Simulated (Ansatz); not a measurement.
Frontier orbitals of C₂H₄BClSi (`[SiH3]C1=C(Cl)B1`).

The species carries charge 0 and has multiplicity 1. Geometry: relaxed with PBE0-D4/def2-TZVP. Basis def2-TZVPP, Ansatz.

Orbital energies of one run (eV). Highest occupied ones, from the top: -6.88, -7.69, -7.77, -9.04, -9.16, -9.76, -10.31, -11.01, -12.04, -13.53, -15.06, -21.30, -23.48, -96.62. Empty: -1.91, -0.66, -0.05, 0.28, 0.85, 1.32.

Q: Which functional gave them?
A. r2SCAN
B. BLYP
C. r2SCANh
D. BHLYP

A: A. HOMO energies: r2SCAN -6.88, BHLYP -9.09, r2SCANh -7.36, BLYP -6.49 eV.
